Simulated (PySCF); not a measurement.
## Electronic structure of Sn²⁺ (tin, charge +2) at the CAM-B3LYP level

Configuration: [Kr] 4d10 5s1 6s1, 6s spin antiparallel (an excited configuration). Calculation: PySCF 2.14, in aug-cc-pVQZ-PP with one added diffuse shell each of s, p, d, f, g type with ECP28MDF (8s8p6d4f3g, 117 functions); scalar relativity through the core potential.

```
Total energy                : -213.4407 hartree
One-electron energy         : -362.3727 hartree
Hartree (Coulomb) energy    : 166.4418 hartree
Exchange-correlation energy : -17.5098 hartree
⟨S²⟩                        : 0.0000
⟨L²⟩                        : 0.000
Sum of ⟨r⟩                  : 22.48 bohr
Sum of ⟨r²⟩                 : 32.05 bohr²
Time after the integrals    : roughly 18 core-seconds
```

```json
{"shell": "4s α", "electrons": "1", "mean orbital energy (hartree)": "-5.82049", "rms radius, mean of both spins (bohr)": "0.876"}
{"shell": "4s β", "electrons": "1", "mean orbital energy (hartree)": "-5.82049", "rms radius, mean of both spins (bohr)": "0.876"}
{"shell": "4p α", "electrons": "3", "mean orbital energy (hartree)": "-4.16106", "rms radius, mean of both spins (bohr)": "0.953"}
{"shell": "4p β", "electrons": "3", "mean orbital energy (hartree)": "-4.16106", "rms radius, mean of both spins (bohr)": "0.953"}
{"shell": "4d α", "electrons": "5", "mean orbital energy (hartree)": "-1.73410", "rms radius, mean of both spins (bohr)": "1.18"}
{"shell": "4d β", "electrons": "5", "mean orbital energy (hartree)": "-1.73410", "rms radius, mean of both spins (bohr)": "1.18"}
{"shell": "6s β", "electrons": "1", "mean orbital energy (hartree)": "-1.05169", "rms radius, mean of both spins (bohr)": "2.36"}
{"shell": "5s α", "electrons": "1", "mean orbital energy (hartree)": "-1.05169", "rms radius, mean of both spins (bohr)": "2.36"}
```

Energies and moments cover only the electrons outside the core potential. The outer electron is Rydberg-like, and this basis confines it to a smaller radius and binds it less than a complete one would. With the s spin flipped the determinant is a mixture of two multiplicities, not a spectroscopic state.
